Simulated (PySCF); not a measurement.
## Ca⁺: ionisation energy

Ca⁺ [Ar] 4s1 (2S) → Ca²⁺ [Ar] (1S), as a difference of total energies. All numbers are calculated (PySCF 2.14, scalar relativity by spin-free X2C-1e, in an even-tempered Gaussian basis (24 s from 0.0056 bohr⁻², ratio 2.5; 16 p from 0.0073 bohr⁻², ratio 2.5; 6 d from 0.11 bohr⁻², ratio 2.7; 6 f from 0.16 bohr⁻², ratio 2.7)). Correlated levels: outer shells: [Ne] frozen; virtual orbitals above 40 to 60 times the deepest correlated orbital energy dropped. The calculations carry no spin-orbit coupling.

Order these methods by the ionisation energy they give, lowest first.
A. r2SCAN
B. UHF
C. PW91
D. PBE0

B (11.357 eV), A (11.719 eV), D (11.921 eV), C (12.076 eV).

For comparison: 11.872 eV (measured; NIST Atomic Spectra Database, ionization energies).
